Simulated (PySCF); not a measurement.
C6H7N, charge +1, doublet (typed; the unrestricted solution is spin-contaminated), geometry from GFN2-xTB (a state made from the parent by changing its charge; the spin is typed, not shown lowest); DF-HF/def2-SVP (PySCF).

Input for PySCF:
```python
from pyscf import gto, scf

mol = gto.M(
    atom='''
N     2.244114   -0.288952    0.146351
C     0.932114   -0.120019    0.060788
C     0.325227    1.087390    0.524676
C    -1.030799    1.250598    0.431162
C    -1.828711    0.235465   -0.119260
C    -1.249121   -0.957035   -0.579848
C     0.104680   -1.142745   -0.496639
H     2.683928   -1.140505   -0.179370
H     2.839177    0.429350    0.539562
H     0.950896    1.859974    0.945840
H    -1.492489    2.161226    0.780538
H    -2.897328    0.373060   -0.188951
H    -1.877048   -1.727364   -1.000284
H     0.563729   -2.054997   -0.847063
''',
    basis='def2-svp',
    charge=1,
    spin=1,
    verbose=4,
)

mf = scf.UHF(mol)
mf = mf.density_fit(auxbasis='def2-universal-jkfit')
mf.kernel()
```

Question: Write the output that PySCF gives for this input, abridged.

Answer: 
```
PySCF version 2.14.0

[INPUT] verbose = 4
[INPUT] num. atoms = 14
[INPUT] num. electrons = 49
[INPUT] charge = 1
[INPUT] spin (= nelec alpha-beta = 2S) = 1
[INPUT] symmetry False subgroup None
[INPUT] Mole.unit = angstrom
[INPUT] Symbol           X                Y                Z      unit          X                Y                Z       unit  Magmom
[INPUT]  1 N      2.244114000000  -0.288952000000   0.146351000000 AA    4.240760852302  -0.546040143145   0.276563308056 Bohr   0.0
[INPUT]  2 C      0.932114000000  -0.120019000000   0.060788000000 AA    1.761440176873  -0.226803039744   0.114872671660 Bohr   0.0
[INPUT]  3 C      0.325227000000   1.087390000000   0.524676000000 AA    0.614589958314   2.054869290591   0.991493944132 Bohr   0.0
[INPUT]  4 C     -1.030799000000   1.250598000000   0.431162000000 AA   -1.947927799476   2.363287711929   0.814778095320 Bohr   0.0
[INPUT]  5 C     -1.828711000000   0.235465000000  -0.119260000000 AA   -3.455762950979   0.444964361921  -0.225368737616 Bohr   0.0
[INPUT]  6 C     -1.249121000000  -0.957035000000  -0.579848000000 AA   -2.360496586443  -1.808534041623  -1.095753913877 Bohr   0.0
[INPUT]  7 C      0.104680000000  -1.142745000000  -0.496639000000 AA    0.197816530719  -2.159475080216  -0.938511692778 Bohr   0.0
[INPUT]  8 H      2.683928000000  -1.140505000000  -0.179370000000 AA    5.071888858052  -2.155242093697  -0.338960174963 Bohr   0.0
[INPUT]  9 H      2.839177000000   0.429350000000   0.539562000000 AA    5.365266949164   0.811353911582   1.019624407223 Bohr   0.0
[INPUT] 10 H      0.950896000000   1.859974000000   0.945840000000 AA    1.796933012944   3.514841458812   1.787378557659 Bohr   0.0
[INPUT] 11 H     -1.492489000000   2.161226000000   0.780538000000 AA   -2.820395453926   4.084125233289   1.475003049816 Bohr   0.0
[INPUT] 12 H     -2.897328000000   0.373060000000  -0.188951000000 AA   -5.475156413034   0.704981228030  -0.357065640963 Bohr   0.0
[INPUT] 13 H     -1.877048000000  -1.727364000000  -1.000284000000 AA   -3.547106642663  -3.264244877433  -1.890262806784 Bohr   0.0
[INPUT] 14 H      0.563729000000  -2.054997000000  -0.847063000000 AA    1.065293418475  -3.883381516803  -1.600717080252 Bohr   0.0

nuclear repulsion = 272.612480062106
number of shells = 63
number of NR pGTOs = 217
number of NR cGTOs = 133
basis = def2-svp
ecp = {}

******** <class 'pyscf.df.df_jk.DFUHF'> ********
method = DFUHF
initial guess = minao
damping factor = 0
level_shift factor = 0
DIIS = <class 'pyscf.scf.diis.CDIIS'>
diis_start_cycle = 1
diis_space = 8
diis_damp = 0
SCF conv_tol = 1e-09
SCF conv_tol_grad = None
SCF max_cycles = 50
direct_scf = False
number electrons alpha = 25  beta = 24
Set gradient conv threshold to 3.16228e-05
******** <class 'pyscf.df.df.DF'> ********
auxbasis = def2-universal-jkfit
init E= -287.503892502026

cycle= 1 E= -285.153260568179  delta_E= 2.35  |g|= 0.414  |ddm|= 2.94
cycle= 2 E= -285.269732912133  delta_E= -0.116  |g|= 0.167  |ddm|= 0.782
cycle= 3 E= -285.286001609249  delta_E= -0.0163  |g|= 0.0658  |ddm|= 0.275
cycle= 4 E= -285.290649948382  delta_E= -0.00465  |g|= 0.0299  |ddm|= 0.122
cycle= 5 E= -285.292365191452  delta_E= -0.00172  |g|= 0.0236  |ddm|= 0.0488
cycle= 6 E= -285.294680107917  delta_E= -0.00231  |g|= 0.0186  |ddm|= 0.0765
cycle= 7 E= -285.297253253481  delta_E= -0.00257  |g|= 0.0126  |ddm|= 0.12
cycle= 8 E= -285.298435654361  delta_E= -0.00118  |g|= 0.00721  |ddm|= 0.0956
cycle= 9 E= -285.298737786351  delta_E= -0.000302  |g|= 0.00311  |ddm|= 0.0518
cycle= 10 E= -285.29878531162  delta_E= -4.75e-05  |g|= 0.0018  |ddm|= 0.0196
cycle= 11 E= -285.298794074292  delta_E= -8.76e-06  |g|= 0.00107  |ddm|= 0.00494
cycle= 12 E= -285.29879983977  delta_E= -5.77e-06  |g|= 0.000691  |ddm|= 0.00519
cycle= 13 E= -285.298801736568  delta_E= -1.9e-06  |g|= 0.000438  |ddm|= 0.00274
cycle= 14 E= -285.298802728266  delta_E= -9.92e-07  |g|= 0.000237  |ddm|= 0.00238
cycle= 15 E= -285.298802975267  delta_E= -2.47e-07  |g|= 9.76e-05  |ddm|= 0.0013
cycle= 16 E= -285.298803009124  delta_E= -3.39e-08  |g|= 5.32e-05  |ddm|= 0.00046
cycle= 17 E= -285.29880301946  delta_E= -1.03e-08  |g|= 2.23e-05  |ddm|= 0.000241
cycle= 18 E= -285.298803021085  delta_E= -1.62e-09  |g|= 9.95e-06  |ddm|= 8.99e-05
cycle= 19 E= -285.298803021419  delta_E= -3.34e-10  |g|= 4.29e-06  |ddm|= 4.35e-05
Extra cycle  E= -285.298803021442  delta_E= -2.38e-11  |g|= 3.08e-06  |ddm|= 6.81e-06
converged SCF energy = -285.298803021442  <S^2> = 1.1388716  2S+1 = 2.3570079
```
